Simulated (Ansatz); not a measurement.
Cost and result for the atomization energy of C5H12BClN2, SMILES `CC1=[N+](C)[B-](C)(Cl)N1C` (21 atoms, 21 bonds).

Z-matrix (Å, degrees):
```
B
C 1 1.584
N 1 1.585 2 117.3
N 1 1.584 2 116.3 3 93.2
Cl 1 1.848 2 114.4 3 -132.8
C 1 2.036 2 125.6 3 46.8
H 2 1.094 1 110.9 3 -166.5
H 2 1.095 1 111.9 3 -45.9
H 2 1.093 1 111.1 3 74.7
C 3 1.427 1 136.8 2 -88.4
C 4 1.427 1 137.9 2 42.3
C 6 1.481 2 154.4 1 -178.8
H 10 1.092 3 111.3 1 -165.5
H 10 1.095 3 110.4 1 -45.0
H 10 1.093 3 110.5 1 74.4
H 11 1.093 4 111.0 1 -175.8
H 11 1.097 4 111.9 1 -54.8
H 11 1.092 4 109.7 1 64.9
H 12 1.093 6 110.0 2 15.8
H 12 1.091 6 110.3 2 134.8
H 12 1.089 6 111.1 2 -104.1
```

The species carries charge 0 and has multiplicity 1. The structure was optimised at the PBE0-D4/def2-TZVP level. Program: Ansatz. All runs use 4 threads of an AMD EPYC 7R13 on a shared host and a share of an NVIDIA H100 80 GB. Times are those of one run each, without the atoms' runs, and a repeat can differ threefold. Electronic energies, without spin–orbit coupling; frozen cores. CCSD(T)/CBS adds CCSD(T) − MP2 in def2-TZVPP to the MP2 limit, and its time is that of the two runs behind it. T1 = 0.013. HSE06 is the plane-wave form, built on full-range PBE exchange.

CCSD(T)/CBS is a level of theory with its own doubt, some kJ/mol a heavy atom from the limit and from the frozen cores, so smaller differences don't rank the functionals.

| level | functions | wall time | atomization (kJ/mol) | difference from CCSD(T)/CBS | per bond |
| --- | --- | --- | --- | --- | --- |
| HSE06-D4/def2-TZVPP | 458 | 3.7 s | 8560.3 | 128.2 | 6.1 |
| r2SCANh-D4/def2-TZVPP | 458 | 4 s | 8443.2 | 11.1 | 0.5 |
| BLYP-D4/def2-TZVPP | 458 | 4.4 s | 8471.8 | 39.7 | 1.9 |
| B97M-V/def2-TZVPP | 458 | 6 s | 8486.2 | 54.1 | 2.6 |
| LDA (SPW92)/def2-TZVPP | 458 | 6.5 s | 9735.3 | 1303.2 | 62.1 |
| PBE0-D4/def2-TZVPP | 458 | 6.5 s | 8554.3 | 122.2 | 5.8 |
| r2SCAN-D4/def2-TZVPP (with forces) | 458 | 7 s | 8488.8 | 56.7 | 2.7 |
| PBE-QIDH/def2-TZVPP | 458 | 7 s | 8453.1 | 21.0 | 1.0 |
| CCSD(T)/def2-SVP | 190 | 8 s | 8084.9 | -347.2 | -16.5 |
| B2PLYP/def2-TZVPP | 458 | 8.5 s | 8376.9 | -55.2 | -2.6 |
| MP2/def2-QZVPP | 886 | 9.5 s | 8498.8 | 66.7 | 3.2 |
| CCSD(T)/def2-TZVPP | 458 | 54 s | 8226.7 | -205.4 | -9.8 |
| CCSD(T)/CBS(def2) | – | 63 s | 8432.1 | 0.0 | 0.0 |

From r2SCAN to r2SCAN0 (25 % exact exchange), in def2-TZVPP and without D4, the atomization energy moves by −112.8 kJ/mol: exact exchange takes away binding that semilocal exchange gives to molecules. At CCSD(T), def2-SVP lies −347.2 kJ/mol from the extrapolated value and def2-TZVPP −205.4 kJ/mol: correlation converges slowly with the basis, and small sets miss more of it in the bonded molecule than in its fragments. The D4 term adds +89.6 kJ/mol with B3LYP and +48.8 kJ/mol with PBE0; it sums over pairs of atoms, weighted by their polarisabilities, and B3LYP, whose exchange is more repulsive, gets the larger term.

B3LYP here is the variant with VWN-RPA as its local correlation; programs differ in this.
